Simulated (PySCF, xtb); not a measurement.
C₃H₇BFN, SMILES C=C(F)B(C)N.

GFN2-xTB (xtb) at its own geometry gives an orbital gap of 4.30 eV and a dipole moment of 3.71 D.

Geometry: ωB97X-D3(BJ)/def2-SVP. The structure was generated by enumeration, and PubChem lists no compound with its InChIKey, so it may never have been made. Other conformers were not sampled.

### Question
What does PySCF with M06-2X/def2-TZVP give? (Estimate from the structure and the level; the computed values follow.)

### Answer
gap 8.88 eV (levels -8.57 and 0.30 eV), dipole 2.77 D.
